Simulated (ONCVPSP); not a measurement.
# cadmium (Cd): variants of one ONCV potential

Base potential:

cadmium, optimised norm-conserving Vanderbilt (ONCV), made with ONCVPSP 4.0.1 (LDA (Perdew-Zunger), scalar-relativistic). Core [Ar] 3d10, reference 4s2 4p6 4d10 5s1.75 5p0.25. Waves: 4s+5s: rc 1.50 bohr, ncon 5, nbas 9, qcut 6.4 1/bohr, 2 projectors; 4p+5p: rc 1.50 bohr, ncon 3, nbas 7, qcut 10.3 1/bohr, 2 projectors; 4d: rc 1.35 bohr, ncon 3, nbas 8, qcut 11.9 1/bohr, 2 projectors, debl 1.8 Ha. Local part: polynomial inside 1.00 bohr (lpopt 5, dvloc0 0 Ha). Core correction: Teter function, fcfact 5.75, rcfact 1.4.

Cutoffs, loose and tight: the cutoffs (Ha) at which the residual kinetic energy of the hardest occupied pseudo-wave falls to 1 and 0.1 mHa per electron. They do not see the model core or the augmentation charge, which bear on the density cutoff. Test errors are all-electron minus pseudo excitation energies from the reference, over the configurations 4s2 4p6 4d10 5s2 5p0; 4s2 4p6 4d10 5s1 5p0; 4s2 4p6 4d10 5s0 5p0; 4s2 4p6 4d10 5s1 5p1. A dash means not determined; rows that change the core or the reference have their own tests. The largest error is taken over the tests solved by every variant that gives reliable tests at all: 4s2 4p6 4d10 5s1 5p0; 4s2 4p6 4d10 5s1 5p1; 4s2 4p6 4d10 5s2 5p0.

| change | outcome | cutoff, loose | cutoff, tight | bound ghosts | GHOST(+) flags above zero | largest test error (meV) |
| --- | --- | --- | --- | --- | --- | --- |
| base | generated | 39 Ha | 94 Ha | none | s | -1.7 |
| s: qcut 8.4 | generated | 39 Ha | 47 Ha | none | s | -1.5 |
| p: rc 1.44 | generated | 39 Ha | 94 Ha | none | s | -1.7 |
| core correction Teter function, fcfact 1.6, rcfact 1.4 | generated | 39 Ha | 94 Ha | none | s | -1.6 |
| local potential polynomial inside 1.00 bohr (lpopt 5, dvloc0 5 Ha) | generated | 39 Ha | 94 Ha | none | none | -1.7 |
| core correction Teter function, fcfact 5.75, rcfact 1.76 | generated | 39 Ha | 94 Ha | none | s | -1.9 |
| core correction Teter function, fcfact 1.75, rcfact 1.7 | generated | 39 Ha | 94 Ha | none | s | -1.7 |
